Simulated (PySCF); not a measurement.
# Dipole moment and polarisability of `C=C(Cl)[C@H]1C=CC[SiH2]1`

Compound: C6H9ClSi.
Cartesian coordinates in Å at the GFN2-xTB level; atoms count from 1:
```
atom  x, y, z in Å
C1     2.1151   -0.1033    1.2433
C2     1.7833   -0.3510   -0.0120
Cl3    2.9960   -0.2519   -1.2581
C4     0.4278   -0.6553   -0.5363
C5    -0.5316   -1.0733    0.5416
C6    -1.6399   -0.3765    0.7193
C7    -1.9014    0.8154   -0.1525
Si8   -0.4037    0.8937   -1.3318
H9     1.3711   -0.1438    2.0188
H10    3.1214    0.1371    1.5351
H11    0.5219   -1.4630   -1.2687
H12   -0.2844   -1.9428    1.1330
H13   -2.3735   -0.6356    1.4697
H14   -2.8515    0.6915   -0.6746
H15   -2.0101    1.7092    0.4640
H16   -0.7497    0.6596   -2.7351
H17    0.4024    2.1021   -1.1657
```

Level: wB97X-D/def2-SVPD (PySCF), static field, nuclei fixed, core orbitals frozen in the response. The polarisability tensor in these axes (au):

```
x   120.93  -6.61  -3.66
y    -6.61  88.52  -5.48
z    -3.66  -5.48 108.75
```

Task: Diagonalise the tensor; give its mean and Δα, where Δα² is half the sum of the squared differences of the eigenvalues.

Result: Principal values 85.61, 109.87 and 122.73 au; mean 106.07 au = 15.72 Å³ = 17.49 × 10⁻⁴⁰ C²·m²/J; Δα = 32.64 au (31 % of the mean).

Task: What is the dipole moment, and where does it point?

Result: (-1.96, 0.12, 0.92) D, 2.17 D in size, pointing from the negative to the positive side. Measured along this direction, the outermost atoms are Cl3 at the negative end and H13 at the positive end.

Task: Orientational against electronic polarisability at 500 K (dilute gas, rigid molecules)?

Result: In Gaussian units μ²/3kT = 22.72 Å³ against 15.72 Å³, a ratio of 1.45; the Debye molar polarisation (4π/3)N_A(α + μ²/3kT) is 97.0 cm³/mol, leaving out the vibrational part.

Task: Rayleigh depolarisation ratio (linearly polarised light, static tensor)?

Result: ρ = 3Δα²/(45ᾱ² + 4Δα²) = 3196.4/(506285 + 4261.8) = 0.00626.

Task: Find the Langevin capture rate constant for O2+ (31.990 u) meeting this molecule (144.016 u), k = 2.342 × 10⁻⁹ cm³/s × √(α in Å³ / reduced mass in u).

Result: The reduced mass is 26.18 u, so k = 1.81 × 10⁻⁹ cm³/s. The formula leaves out the permanent dipole, which adds to the capture rate.

Task: Give the eigenvalues of the traceless quadrupole moment Θ = ½Σq(3rr − r²1), origin at the centre of nuclear charge.

Result: -1.78, -0.50, 2.28 D·Å. The values depend on the origin, since the dipole doesn't vanish. The electronic extent ⟨r²⟩ about the same centre is 1450 bohr², a root-mean-square distance of 2.31 Å for the 76 electrons.

The structure is a single GFN2-xTB conformer in the gas phase; no vibrational or solvent corrections.
